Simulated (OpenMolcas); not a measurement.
**N⁺: effect of the IPEA shift**

```yaml
Program: OpenMolcas 26.06
Basis: ANO-RCC-VTZP [4s3p2d1f]
Scalar_Hamiltonian: DKH2, point nucleus
Active_space: 4 electrons in 4 orbitals (2s 2p)
State_averaging: 2S+1 = 3 even, 6 roots; 2S+1 = 1 even, 6 roots kept (CI in the orbitals of an earlier block); 2S+1 = 5 odd, 1 root; 2S+1 = 3 odd, 9 roots kept (CI in the orbitals of an earlier block); 2S+1 = 1 odd, 8 roots kept (CI in the orbitals of an earlier block)
Spin-orbit_coupling: state interaction with AMFI integrals over the reference wave functions, term energies averaged over their components
```

Methods on the same reference wave functions:
A. CASSCF
B. MS-CASPT2, IPEA 0 Eh, imaginary shift 0.1 Eh (closed shells correlated: 1s)
C. MS-CASPT2, IPEA 0.25 Eh, imaginary shift 0.1 Eh (closed shells correlated: 1s)

Energies in cm-1 above 2s2 2p2 3P0, the measured ground level; measured values from NIST Handbook of Basic Atomic Spectroscopic Data.

| Level | A | B | C | Measured |
| --- | --- | --- | --- | --- |
| 2s2 2p2 3P0 | 0.0 | 0.0 | 0.0 | 0.0 |
| 2s2 2p2 3P1 | 44.1 | 44.3 | 44.3 | 48.7 |
| 2s2 2p2 3P2 | 131 | 132 | 132 | 131 |
| 2s2 2p2 1D2 | 17574 | 15870 | 15360 | 15316 |
| 2s2 2p2 1S0 | 30885 | 32430 | 31910 | 32689 |
| 2s 2p3 5S* 2 | 35590 | 44510 | 43830 | 46785 |
| 2s 2p3 3D* 2 | 96429 | 89920 | 90320 | 92250 |
| 2s 2p3 3D* 1 | 96429 | 89920 | 90320 | 92251 |
| 2s 2p3 3D* 3 | 96429 | 89920 | 90320 | 92236 |
| 2s 2p3 3P* 0 | 114526 | 108700 | 109060 | 109223 |
| 2s 2p3 3P* 1 | 114526 | 108700 | 109060 | 109216 |
| 2s 2p3 3P* 2 | 114527 | 108700 | 109060 | 109217 |
| 2s 2p3 1D* 2 | 163817 | 145280 | 146670 | 144188 |
| 2s 2p3 3S* 1 | 170364 | 155430 | 157930 | 155127 |
| 2s 2p3 1P* 1 | 181914 | 164090 | 165190 | 166766 |

Deviations, from unrounded energies. A percentage is the sum of absolute deviations over the sum of measured energies, with the sign that they share, or ± where signs differ.

| Against measurement | Levels | A | B | C |
| --- | --- | --- | --- | --- |
| mean absolute deviation (cm-1) | 14 | 6700 | 1100 | 1200 |
| fine structure of the ground term (%) | 2 | ±2.6 | ±2.9 | ±2.9 |
| other terms of the ground configuration (%) | 2 | ±8.5 | ±1.7 | ±1.7 |
| other configurations (%) | 10 | ±8.0 | ±1.3 | ±1.4 |

B lies closest to measurement on these levels and A furthest from it. The largest miss of B in the table is 2s 2p3 1P* 1, by -2700 cm-1. The ranking rests on the paired levels alone, and a cruder setting can come out closer through cancelling errors.

Between B and C the level of the table that moves most is 2s 2p3 3S* 1, by 2500 cm-1 (lowest in B, highest in C). Moves below CASPT2's spread within the term are not significant.

The mean deviations of B to C differ by less than CASPT2's widest spread within a term (800 cm-1), so their order carries little weight.

From A to B the spin-free energies of the other terms of 2s2 2p2 shown, above 3P, scale by factors of 0.90 to 1.05.

The lowest spin-free term lies below A's lowest term by 0.081 hartree in B, 0.076 hartree in C.

CASPT2 breaks the degeneracy within a term, and the mean is taken; among the terms shown or strongly mixed into the levels shown the widest spread is 800 cm-1 (2s 2p3 3D*, C). Over all roots computed the reference weight is 0.92 to 0.99 in B, 0.94 to 0.99 in C; the roots of lowest weight are the least certain, and an intruder state may touch them. Terms from blocks run as CI alone lack orbitals of their own. Without dynamic correlation excited terms often stand tens of per cent too high (terms of higher spin than the ground term too low), and those without a measured partner can miss by more than the paired ones (holds for A). Measured partners are found by configuration, term and J. A level has none where our copy of the source lacks it or the pairing is in doubt (some pairs that miss far off the trend of their configuration count as doubtful), and it then counts in no deviation. Levels of configurations outside the active space are missing. The table leaves out levels that lie high or whose names do not pair safely across all columns.

* marks odd parity.
